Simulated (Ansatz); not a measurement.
Ti3H⁺, relaxed as a triplet with UKS r2SCAN-D4/def2-TZVP in Ansatz, starting from the r2SCAN-D4/def2-TZVP geometry of the charge +1 singlet. Force threshold 0.02 eV/Å.

The charge 1 triplet is spin-contaminated (final ⟨S²⟩ up to 4.33, 2.00 for a pure state). The relaxation made no stability test and no search for a lower SCF solution. The structure comes from a short search, and lower isomers may exist.

Start:

```csv
atom,x (Å),y (Å),z (Å)
Ti1,-0.937,-0.451,-0.736
Ti2,0.898,-1.558,0.237
Ti3,0.766,0.748,0.690
H4,-0.727,1.260,-0.191
```

```
step  energy (eV)  largest force component (eV/Å)  SCF passes
   1  -69348.3528                           1.542         202
   2  -69348.4947                           0.651          42
   3  -69348.5616                           0.164          50
   4  -69348.5668                           0.070          33
   5  -69348.5678                           0.006          37
```

Force components are those of the run's own axes.

End:

Cartesian coordinates in Å:
```
Ti -0.899 -0.502 -0.723
Ti 0.830 -1.658 0.168
Ti 0.808 0.916 0.758
H -0.739 1.245 -0.203
```

By distances, no bond broke or formed. The bond that changes most is Ti2–Ti3, from 2.35 to 2.64 Å (atoms count from 1).

No frequencies were taken in this run, so the end may be a saddle point.

It took 47 s on 4 threads of Intel Xeon Platinum 8175M on a shared host.
